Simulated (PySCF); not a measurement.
AlH5OSi, SMILES [AlH2][O][SiH3].

Geometry: PBE0-D3(BJ)/def2-TZVP.

The numbers are results of PySCF with TDDFT-M06-2X/def2-SVPD, not measurements.

Vertical excitations. Isolated molecule, no solvent.

```csv
state,energy (eV),λ (nm),f,main pairs
S1,5.60,222,0.000,HOMO→LUMO 94 %
S2,7.10,175,0.000,"HOMO→LUMO+1 58 %, HOMO→LUMO+2 28 %"
S3,7.22,172,0.000,HOMO−2→LUMO 83 %
S4,7.40,168,0.101,HOMO−1→LUMO 93 %
S5,7.57,164,0.003,"HOMO−1→LUMO+1 61 %, HOMO−1→LUMO+2 23 %"
S6,7.83,158,0.025,"HOMO−2→LUMO+1 30 %, HOMO→LUMO+2 24 %, HOMO−2→LUMO+2 22 %, HOMO→LUMO+6 11 %"
S7,7.93,156,0.107,"HOMO→LUMO+2 37 %, HOMO→LUMO+1 30 %, HOMO−2→LUMO+1 19 %"
S8,8.36,148,0.110,HOMO−3→LUMO 90 %
S9,8.38,148,0.300,"HOMO→LUMO+4 60 %, HOMO→LUMO+3 30 %"
S10,8.52,146,0.041,"HOMO→LUMO+3 33 %, HOMO−2→LUMO+1 21 %, HOMO−2→LUMO+3 19 %, HOMO→LUMO+4 12 %"
T1,5.21,238,0,HOMO→LUMO 89 %
T2,6.60,188,0,"HOMO→LUMO+1 42 %, HOMO→LUMO+2 29 %, HOMO→LUMO+4 10 %"
T3,6.85,181,0,"HOMO−1→LUMO 82 %, HOMO−4→LUMO 14 %"
T4,7.01,177,0,"HOMO−3→LUMO 58 %, HOMO−2→LUMO 29 %"
```
Triplets are in the Tamm–Dancoff approximation, which puts them higher than full response would, so one can lie above its singlet here.
